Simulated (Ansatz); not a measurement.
Start from `B/C(Br)=C/O` and change one atom or group to get `BC(=C)Br`.

Ansatz, PBE0-D4/def2-TZVP geometries, multiplicity 1. Each molecule was computed in one conformer, which needn't be the lowest.

Scalar relativity is left out up to krypton.

| property | `B/C(Br)=C/O` |
| --- | --- |
| HOMO–LUMO gap (ωB97M-V/def2-TZVPP) / eV | 9.58 |
| size of the dipole moment (B3LYP/def2-TZVPP) / D | 1.28 |
| LUMO energy (PBE0/def2-TZVPP) / eV | -1.89 |
| HOMO–LUMO gap (PBE0/def2-TZVPP) / eV | 5.47 |
| LUMO energy (B3LYP/def2-TZVPP) / eV | -2.09 |
| HOMO energy (B3LYP/def2-TZVPP) / eV | -7.14 |

(1) What does the change do to each property? (Best estimate.)

Results:

(1) Computed: 
```csv
property,`BC(=C)Br`,shift
HOMO–LUMO gap (ωB97M-V/def2-TZVPP) / eV,9.30,-0.28
size of the dipole moment (B3LYP/def2-TZVPP) / D,1.79,0.51
LUMO energy (PBE0/def2-TZVPP) / eV,-2.53,-0.64
HOMO–LUMO gap (PBE0/def2-TZVPP) / eV,5.12,-0.35
LUMO energy (B3LYP/def2-TZVPP) / eV,-2.72,-0.63
HOMO energy (B3LYP/def2-TZVPP) / eV,-7.42,-0.28
```

With PBE0 the HOMO falls by 0.30 eV and the LUMO falls by 0.64 eV, so the gap narrows by about 0.34 eV. PBE moves the HOMO by -0.28 eV and ωB97M-V by -0.33 eV. Dipoles are sizes alone; their direction can turn.

B3LYP here is the variant with VWN-RPA as its local correlation; programs differ in this.

Spin–orbit coupling is left out; it splits and shifts lone-pair levels of the heavy atoms by tenths of an eV.
